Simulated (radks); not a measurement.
Problem. Tc, configuration [Kr] 4d5 5s2. Calculated with a radial shooting solver on a logarithmic mesh with Libxc functionals: Dirac Kohn-Sham, AM05, spin-unpolarised, spherical densities, point nucleus; open shells are shared between the two j in proportion to 2j + 1. Some entries of the table are withheld. Estimate them.

orbital,occ.,eigenvalue (eV),<r^2> (bohr^2)
1s1/2,2,-20831.86,(1)
2s1/2,2,-2972.132,0.02636
2p1/2,2,(2),0.01986
2p3/2,4,(3),0.02121
3s1/2,2,-517.2165,0.1981
3p1/2,2,-428.6822,0.1953
3p3/2,4,-408.9276,0.2053
3d3/2,4,-252.0083,0.1894
3d5/2,6,-248.2065,0.1926
4s1/2,2,-73.1988,1.268
4p1/2,2,-47.2739,1.521
4p3/2,4,-44.3025,1.604
4d3/2,2,-6.8184,3.597
4d5/2,3,-6.5306,3.700
5s1/2,2,-5.0131,12.41
5p1/2,0,(4),25.77
5p3/2,0,(5),27.84

Solution. 
(1) 1s1/2 <r^2> (bohr^2): 0.001589
(2) 2p1/2 eigenvalue (eV): -2741.722
(3) 2p3/2 eigenvalue (eV): -2623.703
(4) 5p1/2 eigenvalue (eV): -1.4283
(5) 5p3/2 eigenvalue (eV): -1.2921
